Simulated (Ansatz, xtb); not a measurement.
# Two isomers of AlH5O4Si

Structure X: `O[Si](O)(O)[O][AlH2]`, a singlet. Structure Y: `O[SiH2][O][Al]([OH])[OH]`, a singlet. Both are isolated molecules in the gas phase, relaxed with PBE0-D4/def2-SVP; the shapes shown needn't be the lowest conformers.

X (Å):

```xyz
11

Al   -0.8620    2.7135   -2.3851
O    -0.2320    0.3212    0.3875
O    -2.8272    0.8477    0.6932
O    -2.2049   -1.1669   -0.8762
O    -1.4891    1.2862   -1.6854
Si   -1.6917    0.3244   -0.3806
H    -0.2404   -0.0152    1.2880
H    -3.7063    0.4818    0.5602
H    -1.8635   -1.4565   -1.7270
H    -0.6580    4.0009   -1.4879
H    -0.5568    2.6570   -3.9368
```

Y (Å):

```yaml
atoms:
  - { symbol: Al, position_ang: [-1.0373, 1.0867, -1.7907] }
  - { symbol: O, position_ang: [1.7487, -0.3572, -0.8078] }
  - { symbol: O, position_ang: [-0.6530, 0.7189, -0.1787] }
  - { symbol: O, position_ang: [-2.5812, 1.4018, -2.3928] }
  - { symbol: O, position_ang: [0.3320, 1.1229, -2.8087] }
  - { symbol: Si, position_ang: [0.8126, 0.2198, 0.4316] }
  - { symbol: H, position_ang: [1.6635, 0.1458, -1.6351] }
  - { symbol: H, position_ang: [0.6185, -0.8976, 1.3925] }
  - { symbol: H, position_ang: [1.4383, 1.3913, 1.1154] }
  - { symbol: H, position_ang: [-3.3933, 1.3949, -1.8847] }
  - { symbol: H, position_ang: [0.3230, 1.3134, -3.7482] }
```

Estimate E(Y) − E(X) at the level CCSD(T)/def2-SVP + ΔMP2/def2-TZVPP.

Calculated at CCSD(T)/def2-SVP + ΔMP2/def2-TZVPP: E(Y) − E(X) = −9.8 kcal/mol, so structure Y lies lower.

How the difference moves with the method:

```tsv
level	geometry	E(Y) − E(X) (kcal/mol)	departure from the last row (kcal/mol)	job, with rough time for the two
PBE0-D4/def2-SVP	PBE0-D4/def2-SVP	−11.6	−1.8	optimisation, 2.7 min
HF/def2-SVP	PBE0-D4/def2-SVP	−8.2	+1.5	part of the CCSD(T) run
MP2/def2-SVP	PBE0-D4/def2-SVP	−14.2	−4.4	part of the CCSD(T) run
CCSD(T)/def2-SVP	PBE0-D4/def2-SVP	−13.4	−3.6	single point
CCSD(T)/def2-SVP + ΔMP2/def2-TZVPP	PBE0-D4/def2-SVP	−9.8		single point, 59 s
```

As drawn, Y has 2 Al–O, 2 Si–H in place of 2 O–Si, 2 Al–H.

None of the levels shown reverses the order. The largest departure from CCSD(T)/def2-SVP + ΔMP2/def2-TZVPP is that of MP2/def2-SVP, 4.4 kcal/mol. A small imaginary or near-zero mode remains, so no thermal terms are given. Levels run at GFN2-xTB geometries aren't shown. The last row adds to CCSD(T) the change of the MP2 difference between the two basis sets, here +3.6 kcal/mol, a large step that makes the value less sure.

The correlated steps freeze 14 core orbitals. Codes used: Ansatz 0.2.0, xtb 6.7.1; the last row on 2 threads of Arm Neoverse V1 on a shared host.
